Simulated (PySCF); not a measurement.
Mapped SMILES: `[CH2:1]=[CH:2][C@@H:3]1[CH2:4][O:5][BH:6][O:7][C@H:8]1[F:9]`. Hydrogens are named by the atom that carries them. Ha(C4) is cis to C2 on the ring; Ha(C1) is cis to C3; Hb(C4) is trans to C2 on the ring; Hb(C1) is trans to C3.

One computed conformer, no solvent, no relativistic terms. PBE0-D3(BJ)/def2-SVP structure; shieldings: GIAO PBE0/pcSseg-1; PySCF.

References, each an isolated molecule treated in the same way: ¹³C against TMS.

Task: Do the ¹³C shifts follow the atomic charges (in e)? Tabulate both.

Result: 
```csv
atoms,hybridisation,δ (ppm),σ para (ppm),Hirshfeld,IAO,Mulliken,ESP-fitted
C2,sp2,140.6,-213,-0.04,-0.15,-0.19,+0.02
C1,sp2,127.5,-199,-0.09,-0.30,-0.15,-0.51
C8,sp3,104.6,-166,+0.13,+0.36,+0.48,+0.54
C4,sp3,57.8,-119,+0.01,-0.06,+0.12,+0.26
C3,sp3,45.0,-113,-0.05,-0.17,-0.38,-0.40
```

Correlation coefficients of δ with charge over these carbons: Hirshfeld -0.11, IAO -0.06, Mulliken +0.10, ESP-fitted -0.00; with the paramagnetic shielding -0.99. With so few points, grouped by hybridisation, these coefficients are fragile. Charge is one influence among several: hybridisation and low-lying excitations act through the paramagnetic term.

Shifts are as computed. Against solution values, carbons near 30 ppm lie about +2 ppm off and those near 130 ppm about +5 ppm. Of 1309 compounds with measured shifts, 239 miss one by over three times the rms of a fit or turn the order of signals round; such compounds aren't used in these exercises.
